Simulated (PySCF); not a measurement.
pent-4-yn-2-one (C5H6O), SMILES C#CCC(C)=O. The structure is a stationary point at PBE-D3(BJ)/def2-SVP. Other conformers were not sampled.

Computed equilibrium geometry at PBE-D3(BJ)/def2-SVP (PySCF confirms it by a frequency run) as a Z-matrix (one conformer of several):
```
C
H 1 1.1101
H 1 1.1150 2 105.46
C 1 1.4556 2 111.73 3 119.27
C 4 1.2231 3 150.93 1 178.49
H 5 1.0808 3 161.38 1 179.96
C 1 1.5519 2 106.63 3 -111.51
O 7 1.2167 1 119.15 2 32.32
C 7 1.5100 8 123.47 1 -178.32
H 9 1.1044 7 109.88 8 5.27
H 9 1.1097 10 110.82 7 -122.70
H 9 1.1100 10 110.18 11 -116.63
```
